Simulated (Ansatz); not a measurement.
CH3S, doublet, at a GFN2-xTB geometry; HF/aug-cc-pVDZ run with Ansatz (an electronic-structure program).

Input for Ansatz:
Ansatz 0.2 input:
```yaml
crystal:
  periodic: [false, false, false]
  atoms:
    - {symbol: C, position_ang: [0.01437225, 1.10467196, 0.00732222]}
    - {symbol: S, position_ang: [-0.00894335, -0.68739846, -0.00455636]}
    - {symbol: H, position_ang: [1.04719307, 1.44329523, 0.02596812]}
    - {symbol: H, position_ang: [-0.50936900, 1.45780609, 0.89203890]}
    - {symbol: H, position_ang: [-0.48096403, 1.46924225, -0.88903858]}
basis:
  gaussian:
    orbitals: aug-cc-pVDZ
hamiltonian:
  xc: hf
magnetization: {spin_polarized: true, initial_magnetization: 1}
```

It wrote (shortened):

```
Functional definition: HF
910 factors; their error is unknown
mean field evaluation 1: about -11893.1631 eV, gradient 1.3e1 eV
mean field evaluation 2: about -11894.2326 eV, gradient 4.9e0 eV
mean field evaluation 4: about -11894.4452 eV, gradient 4.4e-1 eV
mean field evaluation 8: about -11894.8423 eV, gradient 2.1e-1 eV
mean field evaluation 16: about -11894.8425 eV, gradient 7.2e-6 eV
mean field evaluation 32: about -11894.8425 eV, gradient 4.2e-4 eV
mean field evaluation 64: about -11894.8425 eV, gradient 9.9e-5 eV
mean field evaluation 96: about -11894.7257 eV, gradient 3.6e0 eV
mean field evaluation 128: about -11894.8425 eV, gradient 1.0e-3 eV
mean field evaluation 160: about -11894.8425 eV, gradient 2.1e-5 eV
mean field evaluation 192: about -11894.8425 eV, gradient 5.7e-4 eV
mean field -11894.84252592 eV, -437.1274002138 hartree, gradient 1.7e-6 eV, S^2 0.761838; 4 other end points of the search recorded, 0 dependent functions left out
reference -11894.84252592 eV, -437.1274002138 hartree; 13, 12 occupied and 64, 65 virtual orbitals, 910 factors
Total energy: -11894.84252592 eV, -437.1274002138 hartree
```
